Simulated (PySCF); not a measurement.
# Ni2S, singlet: molecular constants

Method: B3LYP/[S def2-SVP, Ni def2-SVP], no relativity, density fitting, PySCF.

The structure is a minimum.

```json
{
 "Point group": "C2v",
 "Bond lengths": "Ni–Ni 2.386 Å, S–Ni 2.017 Å (×2)",
 "Bond angles": "Ni–Ni–S 53.7° (×2), Ni–S–Ni 72.5°",
 "Principal polarisabilities": "37.5, 60.3, 119.0 bohr³",
 "Lowest empty level": "-2.86 eV",
 "Heat capacity Cp at 298.15 K": "52.7 J/(mol K)",
 "Dipole moment": "3.41 D",
 "Entropy at 298.15 K and 1 bar": "291.8 J/(mol K)",
 "Enthalpy at 298.15 K above 0 K": "12.91 kJ/mol",
 "Rotational symmetry number": "2",
 "Atomisation energy without zero-point energy": "344 kJ/mol",
 "Highest occupied level": "-4.23 eV",
 "Rotational constants": "0.2545, 0.1023, 0.07294 cm⁻¹",
 "Principal quadrupole moments (Buckingham, traceless) about the centre of mass": "-2.43, -2.34, 4.77 D Å",
 "Zero-point energy": "6.3 kJ/mol"
}
```

Harmonic modes (masses in u: S 31.972, Ni 57.935):
```csv
symmetry,ω (cm⁻¹),IR (km/mol)
a1,190,0.2
b2,373,23.2
a1,496,16.0
```

In C2v the vibrations span 2a1 + b2. Here b1 is antisymmetric to the molecular plane and b2 lies in it.

Charges (e):
```csv
atom,Mulliken,Löwdin,polar tensor,Mayer order to S1
S1,-0.23,0.04,-0.60,–
"Ni2,3",0.11,-0.02,0.30,1.27
```
Other Mayer orders above 0.3: Ni–Ni 1.36.

Mulliken populations on S1: s 5.84, p 10.32, d 0.07.

Outer orbital energies (eV). occupied: -5.48, -5.47, -5.43, -5.39, -4.96, -4.86, -4.80, -4.23; empty: -2.86, -1.82, -1.41, 1.59.

Only a few start shapes were tried, so a lower isomer may exist. At this level a triplet minimum of C2v symmetry lies 192 kJ/mol below this structure. The small gap makes a closed-shell description doubtful. At the minimum of this search the closed-shell solution is unstable towards spin polarisation, so a lower open-shell solution exists.

The final relaxation and frequency run took about 70 core-seconds on a shared host.
